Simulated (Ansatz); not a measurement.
GaHClF (SMILES [F][GaH][Cl]): name the method

The species is GaHClF (4 atoms), meant as a singlet with charge 0. SMILES: `[F][GaH][Cl]`. The shape is that of a PBE0-D4/def2-TZVP optimisation.

```xyz
4

F    -1.6868    0.0404    0.2663
Ga    0.0242    0.1336   -0.0590
Cl    1.0662   -1.6589    0.3917
H     0.6520    1.4246   -0.6194
```

Orbital energies are those of the mean-field step.

A calculation with Ansatz 0.2.0 gave:

The total energy is -2485.3533 Eh, the dipole moment is 2.07 D and the HOMO energy is -8.97 eV. The LUMO energy is -1.74 eV, the HOMO–LUMO gap is 7.23 eV and the largest force is 0.511 eV/Å.

**Question.** Which of these levels gave the numbers?
A. MP2/cc-pVDZ
B. HF/3-21G
C. B3LYP/6-31G* (Cartesian functions)
D. HF/STO-3G

**Answer.** C. The others give -2483.2446 Eh (MP2/cc-pVDZ), -2470.7313 Eh (HF/3-21G), -2454.1454 Eh (HF/STO-3G).
